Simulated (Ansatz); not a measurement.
`C/[C]([AlH2])=C\O` + HI → `C/C(I)=C/O` + `[AlH3]` at 298.15 K and 1 bar (substitution at a C–Al bond).

Calculated with Ansatz (gas phase, PBE0-D4/def2-TZVP geometries, no zero-point term in ΔE). CBS: MP2 limit from def2 TZ/QZ plus the TZ coupled-cluster correction, frozen cores. This one scheme is used for every species. Double bonds are as drawn, so ΔE can hold a change between cis and trans. def2 core potentials past Kr. For I outer-core shells are correlated without core-valence functions, which leaves a few kJ/mol of doubt a bond. One conformer a species, not always the lowest.

```csv
species,CCSD(T)/CBS energy (Eh),H − E (kJ/mol),S (J/(mol·K))
`C/[C]([AlH2])=C\O`,-435.52476,254.7,345.6
HI,-298.03592,22.7,206.5
`C/C(I)=C/O`,-489.76139,216.4,335.8
`[AlH3]`,-243.78045,58.9,207.5
```

H − E and S are ideal-gas, rigid-rotor, harmonic terms from PBE0-D4/def2-TZVP, for one conformer and one mirror image of each species. 1 Eh = 2625.50 kJ/mol, R = 8.31446 J/(mol·K).

Question: By hand: ΔE, ΔH, ΔS and ΔG.

Answer: ΔE = (-489.76139) + (-243.78045) − (-435.52476) − (-298.03592) = 0.01884 Eh = 49.5 kJ/mol. Δ(H − E) = 216.4 + 58.9 − 254.7 − 22.7 = -2.1, so ΔH = 47.4 kJ/mol. ΔS = 335.8 + 207.5 − 345.6 − 206.5 = -8.8 J/(mol·K). ΔG = 47.4 − 298.15 × (-8.8)/1000 = 50.0 kJ/mol.

Question: By hand: the equilibrium constant, and the temperature at which ΔG would vanish if ΔH and ΔS stayed fixed.

Answer: log₁₀ K = −ΔG/(RT ln 10) = -8.8. ΔH and −TΔS have one sign here, so there is no such temperature.

The number of gas molecules stays the same, so ΔS is small and ΔH decides. A doubt of 5 kJ/mol in ΔE shifts log₁₀ K by 0.9 here. Other conformers and mirror images would add mixing entropy, several J/(mol·K) or more a flexible species. These are equilibria of isolated gas molecules and say nothing of rates. Largest T1 diagnostic: 0.012 (customary marks: 0.02 for closed shells, 0.045 for open ones).

ΔS is within the doubt of such terms, so its sign, and with it that verdict, could turn.
